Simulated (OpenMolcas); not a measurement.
## SbS at 2.234 Å: OpenMolcas input and output

Input (each module block was a call of its own in one work directory; start orbitals came from a preliminary run):

```
&GATEWAY
Coord
2
angstrom
Sb 0.0 0.0 0.0
S 0.0 0.0 2.2340
Basis=ANO-RCC-VTZP
Group=XY
RX2C
AMFI
ANGMom
0.0 0.0 0.0
RICD
&SEWARD
&GUESSORB
* RASSCF and CASPT2 blocks for each multiplicity and irrep, as for the first:
&RASSCF
FileOrb=$CurrDir/o22.orb
Symmetry=2
Spin=2
nActEl=7 0 0
Inactive=18 12
RAS2=2 4
CIRoot=8 8 1
Linear
Iterations=120 100
OrbListing=Nothing
PRWF=0.15
>>COPY $Project.RasOrb $CurrDir/o22.orb
>>COPY $Project.rasscf.h5 $CurrDir/r22.h5
&CASPT2
XMultistate=all
Imaginary=0.2
IPEA=0.25
MaxIter=40
>>COPY $Project.JobMix JOB001
&RASSI
Nr of JobIphs=4 8 2 2 5
1 2 3 4 5 6 7 8
1 2
1 2
1 2 3 4 5
SpinOrbit
EJob
Omega
MEES
MESO
Properties=4
'AngMom' 3 'Mltpl  1' 1 'Mltpl  1' 2 'Mltpl  1' 3
Thrs=1.0d-4
>>COPY $Project.rassi.h5 $CurrDir/so.h5
```

```bash
pymolcas m.inp
```

C2 symmetry about the axis (a holds Σ, Δ, Γ; b holds Π, Φ, H; Σ⁺ and Σ⁻ are not told apart); roots by multiplicity and irrep: 2b 8, 4b 2, 4a 2, 2a 5.

RASSI part of the output, in excerpt:

```
SPIN-FREE ENERGIES:
  (Shifted by EMIN (a.u.) =      -6877.2749457004)
 SF State       Relative EMIN(au)   Rel lowest level(eV)    D:o, cm**(-1)      Abs_M
     1             0.0000000000        0.0000000000              0.0000         1.0
     2             0.0000000000        0.0000000000              0.0000         1.0
     9             0.0770090264        2.0955223618          16901.5277         1.0
    10             0.0770090271        2.0955223805          16901.5278         1.0
     3             0.0991857170        2.6989808548          21768.7487         1.0
     4             0.0991857170        2.6989808548          21768.7487         1.0
    11             0.1001938966        2.7264148200          21990.0185         0.0
    13             0.1174044947        3.1947390513          25767.3082         0.0
     5             0.1184846505        3.2241315876          26004.3750         3.0
     6             0.1184846505        3.2241315876          26004.3750         3.0
    14             0.1381739479        3.7599046662          30325.6763         0.0
    15             0.1417754744        3.8579071949          31116.1200         2.0
    16             0.1418345661        3.8595151602          31129.0891         2.0
     7             0.1447231578        3.9381177459          31763.0617         1.0
     8             0.1447231578        3.9381177459          31763.0617         1.0
    17             0.1644604883        4.4751978701          36094.9050         0.0
    12             0.1915137894        5.2113556954          42032.4183         0.0
++ Dipole transition strengths (spin-free states):
     for osc. strength at least  1.00000000E-05
      From   To        Osc. strength     Einstein coefficients Ax, Ay, Az (sec-1)    Total A (sec-1)
         1    3       1.22258118E-04  0.00000000E+00  0.00000000E+00  3.86444262E+04  3.86444262E+04
         1   13       1.24177591E-03  3.69255278E+05  1.80695170E+05  0.00000000E+00  5.49950448E+05
         1   14       2.28513562E-03  4.61338047E+05  9.40426899E+05  0.00000000E+00  1.40176495E+06
         1   15       1.17542579E-03  5.91255133E+04  6.99990787E+05  0.00000000E+00  7.59116300E+05
         1   16       1.16810997E-03  6.96857466E+05  5.81630994E+04  0.00000000E+00  7.55020565E+05
         1    7       5.15303467E-05  0.00000000E+00  0.00000000E+00  3.46776779E+04  3.46776779E+04
         1    8       3.59592157E-04  0.00000000E+00  0.00000000E+00  2.41989852E+05  2.41989852E+05
         1   17       1.46713055E-03  8.55102635E+05  4.19875668E+05  0.00000000E+00  1.27497830E+06
         2    4       1.22258114E-04  0.00000000E+00  0.00000000E+00  3.86444248E+04  3.86444248E+04
         2   13       1.24177589E-03  1.80695167E+05  3.69255272E+05  0.00000000E+00  5.49950439E+05
         2   14       2.28513507E-03  9.40426555E+05  4.61338054E+05  0.00000000E+00  1.40176461E+06
         2   15       1.17542641E-03  6.99991113E+05  5.91255887E+04  0.00000000E+00  7.59116702E+05
         2   16       1.16811003E-03  5.81631468E+04  6.96857457E+05  0.00000000E+00  7.55020604E+05
         2    7       3.59592147E-04  0.00000000E+00  0.00000000E+00  2.41989846E+05  2.41989846E+05
         2    8       5.15303440E-05  0.00000000E+00  0.00000000E+00  3.46776760E+04  3.46776760E+04
         2   17       1.46713047E-03  4.19875672E+05  8.55102566E+05  0.00000000E+00  1.27497824E+06
         9   11       7.48630484E-04  3.43279644E+03  9.49688213E+03  0.00000000E+00  1.29296786E+04
         9   12       9.43034390E-04  2.91851797E+05  1.05417973E+05  0.00000000E+00  3.97269769E+05
        10   11       7.48630470E-04  9.49688134E+03  3.43279622E+03  0.00000000E+00  1.29296776E+04
        10   12       9.43034493E-04  1.05417967E+05  2.91851841E+05  0.00000000E+00  3.97269808E+05
         3   14       5.39505039E-04  5.77253774E+03  2.05770272E+04  0.00000000E+00  2.63495649E+04
         3   15       1.96346435E-04  2.02723357E+03  9.41588077E+03  0.00000000E+00  1.14431143E+04
         3   16       2.75796472E-04  1.39358850E+04  2.18222890E+03  0.00000000E+00  1.61181139E+04
         3    8       3.02809638E-05  0.00000000E+00  0.00000000E+00  2.01751985E+03  2.01751985E+03
         3   17       7.55070921E-05  8.23881095E+03  2.09806600E+03  0.00000000E+00  1.03368769E+04
         4   14       5.39505161E-04  2.05770330E+04  5.77253792E+03  0.00000000E+00  2.63495709E+04
         4   15       1.96346304E-04  9.41587450E+03  2.02723218E+03  0.00000000E+00  1.14431067E+04
         4   16       2.75796479E-04  2.18222779E+03  1.39358865E+04  0.00000000E+00  1.61181143E+04
         4    7       3.02809633E-05  0.00000000E+00  0.00000000E+00  2.01751982E+03  2.01751982E+03
         4   17       7.55070796E-05  2.09806581E+03  8.23880943E+03  0.00000000E+00  1.03368752E+04
        13   17       6.95038887E-05  0.00000000E+00  0.00000000E+00  4.94481313E+03  4.94481313E+03
         5   15       3.58614183E-04  3.90524120E+03  2.34516225E+03  0.00000000E+00  6.25040345E+03
         5   16       3.32065173E-04  1.89973035E+03  3.91734705E+03  0.00000000E+00  5.81707740E+03
         6   15       3.58614190E-04  2.34516225E+03  3.90524132E+03  0.00000000E+00  6.25040358E+03
         6   16       3.32065171E-04  3.91734705E+03  1.89973033E+03  0.00000000E+00  5.81707738E+03
         7   17       4.14149971E-04  3.52613830E+03  1.65762720E+03  0.00000000E+00  5.18376549E+03
         8   17       4.14149971E-04  1.65762715E+03  3.52613834E+03  0.00000000E+00  5.18376549E+03
 Electric-quadrupole - electric-quadrupole not included
 Electric-dipole - electric-octupole not included
 Electric-dipole - magnetic-quadrupole not included
   Eigenvalues of complex Hamiltonian:
  (Shifted by EMIN (a.u.) =      -6877.2749457004)
 SO State       Relative EMIN(au)   Rel lowest level(eV)    D:o, cm**(-1)      Omega
     1            -0.0050781655        0.0000000000              0.0000         0.5
     2            -0.0050781655        0.0000000000              0.0000         0.5
     3             0.0036984748        0.2388245488           1926.2499         1.5
     4             0.0036984748        0.2388245488           1926.2499         1.5
     5             0.0747952827        2.1734672492          17530.1956         1.5
     6             0.0747952827        2.1734672492          17530.1956         1.5
     7             0.0756332145        2.1962685335          17714.1004         2.5
     8             0.0756332145        2.1962685335          17714.1004         2.5
     9             0.0760966982        2.2088805695          17815.8233         0.5
    10             0.0760966982        2.2088805695          17815.8233         0.5
    11             0.0782703739        2.2680292983          18292.8900         0.5
    12             0.0782703739        2.2680292983          18292.8900         0.5
    13             0.0972040049        2.7832396444          22448.3416         1.5
    14             0.0972040049        2.7832396444          22448.3416         1.5
    15             0.0986063245        2.8213987041          22756.1152         0.5
    16             0.0986063245        2.8213987041          22756.1152         0.5
    17             0.1005299885        2.8737442672          23178.3107         0.5
    18             0.1005299885        2.8737442672          23178.3107         0.5
    19             0.1014558375        2.8989379035          23381.5110         1.5
    20             0.1014558375        2.8989379035          23381.5110         1.5
    21             0.1171733650        3.3266336157          26831.1096         3.5
    22             0.1171733650        3.3266336157          26831.1096         3.5
    23             0.1175723037        3.3374892900          26918.6665         0.7
    24             0.1175723037        3.3374892900          26918.6665         0.7
    25             0.1196755623        3.3947218727          27380.2784         2.5
    26             0.1196755623        3.3947218727          27380.2784         2.5
    27             0.1369978054        3.8660841204          31182.0713         0.5
    28             0.1369978054        3.8660841204          31182.0713         0.5
    29             0.1412458771        3.9816800393          32114.4153         1.5
    30             0.1412458771        3.9816800393          32114.4153         1.5
    31             0.1420702183        4.0041115052          32295.3373         2.5
    32             0.1420702183        4.0041115052          32295.3373         2.5
    33             0.1446485912        4.0742726072          32861.2247         1.5
    34             0.1446485912        4.0742726072          32861.2247         1.5
    35             0.1486517320        4.1832036173          33739.8126         0.5
    36             0.1486517320        4.1832036173          33739.8126         0.5
    37             0.1672182097        4.6884232146          37814.6834         0.5
    38             0.1672182097        4.6884232146          37814.6834         0.5
    39             0.1916618580        5.3535687686          43179.4441         0.5
    40             0.1916618580        5.3535687686          43179.4441         0.5
    41             0.1917599440        5.3562378257          43200.9715         1.5
    42             0.1917599440        5.3562378257          43200.9715         1.5
 Weights of the five most important spin-orbit-free states for each spin-orbit state.
 SO State  Total energy (au)           Spin-free states, spin, and weights
    1        -0.005078       2 0.5  0.4974    1 0.5  0.4974   13 0.5  0.0012   11 1.5  0.0011   17 0.5  0.0009
    2        -0.005078       2 0.5  0.4974    1 0.5  0.4974   13 0.5  0.0012   11 1.5  0.0011   17 0.5  0.0009
    3         0.003698       1 0.5  0.4967    2 0.5  0.4967   11 1.5  0.0032   15 0.5  0.0008   16 0.5  0.0008
    4         0.003698       1 0.5  0.4967    2 0.5  0.4967   11 1.5  0.0032   15 0.5  0.0008   16 0.5  0.0008
    5         0.074795       9 1.5  0.4770   10 1.5  0.4770    4 0.5  0.0122    3 0.5  0.0122    7 0.5  0.0098
    6         0.074795       9 1.5  0.4770   10 1.5  0.4770    4 0.5  0.0122    3 0.5  0.0122    7 0.5  0.0098
    7         0.075633       9 1.5  0.5000   10 1.5  0.5000   15 0.5  0.0000   16 0.5  0.0000    5 0.5  0.0000
    8         0.075633       9 1.5  0.5000   10 1.5  0.5000   15 0.5  0.0000   16 0.5  0.0000    5 0.5  0.0000
    9         0.076097      10 1.5  0.4860    9 1.5  0.4860    8 0.5  0.0065    7 0.5  0.0065    3 0.5  0.0051
   10         0.076097      10 1.5  0.4860    9 1.5  0.4860    8 0.5  0.0065    7 0.5  0.0065    3 0.5  0.0051
   11         0.078270      10 1.5  0.4984    9 1.5  0.4984   11 1.5  0.0024   14 0.5  0.0004   12 1.5  0.0003
   12         0.078270      10 1.5  0.4984    9 1.5  0.4984   11 1.5  0.0024   14 0.5  0.0004   12 1.5  0.0003
   13         0.097204       4 0.5  0.3751    3 0.5  0.3751   11 1.5  0.2234   10 1.5  0.0093    9 1.5  0.0093
   14         0.097204       4 0.5  0.3751    3 0.5  0.3751   11 1.5  0.2234   10 1.5  0.0093    9 1.5  0.0093
   15         0.098606      11 1.5  0.6547    3 0.5  0.1638    4 0.5  0.1638   17 0.5  0.0112    8 0.5  0.0015
   16         0.098606      11 1.5  0.6547    3 0.5  0.1638    4 0.5  0.1638   17 0.5  0.0112    8 0.5  0.0015
   17         0.100530       3 0.5  0.3250    4 0.5  0.3250   11 1.5  0.3210   17 0.5  0.0061   10 1.5  0.0054
   18         0.100530       3 0.5  0.3250    4 0.5  0.3250   11 1.5  0.3210   17 0.5  0.0061   10 1.5  0.0054
   19         0.101456      11 1.5  0.7719    4 0.5  0.1075    3 0.5  0.1075   10 1.5  0.0050    9 1.5  0.0050
   20         0.101456      11 1.5  0.7719    4 0.5  0.1075    3 0.5  0.1075   10 1.5  0.0050    9 1.5  0.0050
   21         0.117173       5 0.5  0.4916    6 0.5  0.4916   13 0.5  0.0163    8 0.5  0.0001    7 0.5  0.0001
   22         0.117173       5 0.5  0.4916    6 0.5  0.4916   13 0.5  0.0163    8 0.5  0.0001    7 0.5  0.0001
   23         0.117572      13 0.5  0.9809    6 0.5  0.0081    5 0.5  0.0081    2 0.5  0.0006    1 0.5  0.0006
   24         0.117572      13 0.5  0.9809    6 0.5  0.0081    5 0.5  0.0081    2 0.5  0.0006    1 0.5  0.0006
   25         0.119676       6 0.5  0.4969    5 0.5  0.4969   16 0.5  0.0030   15 0.5  0.0028    4 0.5  0.0001
   26         0.119676       6 0.5  0.4969    5 0.5  0.4969   16 0.5  0.0030   15 0.5  0.0028    4 0.5  0.0001
   27         0.136998      14 0.5  0.9542   17 0.5  0.0407   11 1.5  0.0021    8 0.5  0.0007    7 0.5  0.0007
   28         0.136998      14 0.5  0.9542   17 0.5  0.0407   11 1.5  0.0021    8 0.5  0.0007    7 0.5  0.0007
   29         0.141246      15 0.5  0.4637   16 0.5  0.3371    7 0.5  0.0971    8 0.5  0.0971    9 1.5  0.0018
   30         0.141246      15 0.5  0.4637   16 0.5  0.3371    7 0.5  0.0971    8 0.5  0.0971    9 1.5  0.0018
   31         0.142070      16 0.5  0.5677   15 0.5  0.4262    5 0.5  0.0029    6 0.5  0.0029    8 0.5  0.0001
   32         0.142070      16 0.5  0.5677   15 0.5  0.4262    5 0.5  0.0029    6 0.5  0.0029    8 0.5  0.0001
   33         0.144649       8 0.5  0.3896    7 0.5  0.3896   15 0.5  0.1063   16 0.5  0.0912   10 1.5  0.0062
   34         0.144649       8 0.5  0.3896    7 0.5  0.3896   15 0.5  0.1063   16 0.5  0.0912   10 1.5  0.0062
   35         0.148652       7 0.5  0.4802    8 0.5  0.4802   17 0.5  0.0092   10 1.5  0.0078    9 1.5  0.0078
   36         0.148652       7 0.5  0.4802    8 0.5  0.4802   17 0.5  0.0092   10 1.5  0.0078    9 1.5  0.0078
   37         0.167218      17 0.5  0.9315   14 0.5  0.0406   11 1.5  0.0161    7 0.5  0.0054    8 0.5  0.0054
   38         0.167218      17 0.5  0.9315   14 0.5  0.0406   11 1.5  0.0161    7 0.5  0.0054    8 0.5  0.0054
   39         0.191662      12 1.5  0.9985    4 0.5  0.0003    3 0.5  0.0003   10 1.5  0.0003    9 1.5  0.0003
   40         0.191662      12 1.5  0.9985    4 0.5  0.0003    3 0.5  0.0003   10 1.5  0.0003    9 1.5  0.0003
...
```

Only roots inside an energy window near the equilibrium distance were included, so the list of states is not complete; labels number the states computed. Each spin and symmetry block has orbitals of its own, averaged over its own roots, so gaps between blocks are less sure than gaps within one and near the minimum can be off by tenths of an eV, in bad cases by more. No Rydberg orbitals are active, so Rydberg states, and σ→σ* states whose orbital the CASSCF left unused, can be missing between those listed. CASPT2 splits the two components of degenerate states numerically, here by up to 13 cm⁻¹.
